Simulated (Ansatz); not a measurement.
Basis-set series for AlH$_{6}$NOSi, SMILES `N[SiH2][AlH][OH]`. Total charge 0; spin multiplicity 1. All single points use the PBE0-D4/def2-TZVP geometry. It is one conformer, not always the lowest.

```
functional       basis  functions  energy (Eh)  HOMO (eV)  LUMO (eV)
   PBE0-D4    def2-SVP         94   -664.91295      -6.33      -1.12
   PBE0-D4  def2-QZVPP        434   -665.29818      -6.56      -1.33
   ωB97M-V    def2-SVP         94   -665.19376      -8.37       0.62
   ωB97M-V  def2-QZVPP        434   -665.58351      -8.61       0.18
```

Question: Give the rows for def2-TZVPP. (Best estimate.)

Answer: Computed: 
```csv
functional,basis,functions,energy (Eh),HOMO (eV),LUMO (eV)
PBE0-D4,def2-TZVPP,230,-665.27203,-6.51,-1.27
ωB97M-V,def2-TZVPP,230,-665.55843,-8.57,0.37
```

Positive LUMOs are unbound and depend on the basis.
